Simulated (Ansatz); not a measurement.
MoSe2⁺. Total charge 1; doublet. Geometry B3LYP-D4/def2-TZVP; atoms count from 1.

Cartesian coordinates in Å:
```
Mo 0.2169 -0.0316 0.8610
Se 1.5250 -0.5157 -0.8615
Se -1.7419 0.5473 0.0006
```

In the def2 sets Mo takes a core potential; there is no spin–orbit coupling. The relaxed charge 1 doublet is spin-contaminated (final ⟨S²⟩ up to 1.16, 0.75 for a pure state). No other spin state of charge 1 was run. The structure comes from a short search, and lower isomers may exist.

(1) Estimate the Mulliken populations from the PBE0/def2-TZVP orbitals of Ansatz.

(2) Where does the spin sit?

(3) And the Mayer bond orders between bonded heavy atoms (over 0.3)?

## Answers

(1) 
```json
{"atom": "Mo1", "charge (e)": "0.89", "spin (α − β)": "2.19", "d electrons": "4.51"}
{"atom": "Se2", "charge (e)": "0.06", "spin (α − β)": "-0.59", "d electrons": "–"}
{"atom": "Se3", "charge (e)": "0.06", "spin (α − β)": "-0.59", "d electrons": "–"}
```
Mulliken values and Mayer orders depend strongly on the basis.

(2) Summed by element: Mo 2.19, Se -1.19, of 1 unpaired in all. Largest on single atoms: Mo1 2.19, Se2 -0.59, Se3 -0.59.

(3) Mo1–Se2 2.24 (2.22 Å); Mo1–Se3 2.24 (2.22 Å).
